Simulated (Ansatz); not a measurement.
One change: `[F][GaH][I]` becomes `[F][GaH][ZnH]`.

Ansatz, PBE0-D4/def2-TZVP geometries, multiplicity 1. 

Elements past krypton have def2 core potentials. Scalar relativity is left out up to krypton.

```
                                      property  `[F][GaH][I]`
           HOMO energy (B3LYP/def2-TZVPP) / eV          -7.78
         HOMO–LUMO gap (B3LYP/def2-TZVPP) / eV           5.80
             HOMO energy (PBE/def2-TZVPP) / eV          -6.88
            HOMO energy (PBE0/def2-TZVPP) / eV          -8.04
           LUMO energy (B3LYP/def2-TZVPP) / eV          -1.98
size of the dipole moment (PBE/def2-TZVPP) / D           1.74
```

Problem. Give the same properties after the change, and the shifts. (An estimate is asked.)

Solution. The calculation gave: 
| property | `[F][GaH][ZnH]` | shift |
| --- | --- | --- |
| HOMO energy (B3LYP/def2-TZVPP) / eV | -7.01 | 0.77 |
| HOMO–LUMO gap (B3LYP/def2-TZVPP) / eV | 4.45 | -1.35 |
| HOMO energy (PBE/def2-TZVPP) / eV | -6.12 | 0.76 |
| HOMO energy (PBE0/def2-TZVPP) / eV | -7.17 | 0.87 |
| LUMO energy (B3LYP/def2-TZVPP) / eV | -2.56 | -0.58 |
| size of the dipole moment (PBE/def2-TZVPP) / D | 2.28 | 0.54 |

With PBE0 the HOMO rises by 0.87 eV and the LUMO falls by 0.59 eV, so the gap narrows by about 1.46 eV. PBE moves the HOMO by 0.76 eV and ωB97M-V by 0.97 eV. The zero-point energy changes by 14.4 kJ/mol with +3 modes. Dipoles are sizes alone; their direction can turn.

B3LYP here is the variant with VWN-RPA as its local correlation; programs differ in this.

Spin–orbit coupling is left out; it splits and shifts lone-pair levels of the heavy atoms by tenths of an eV.
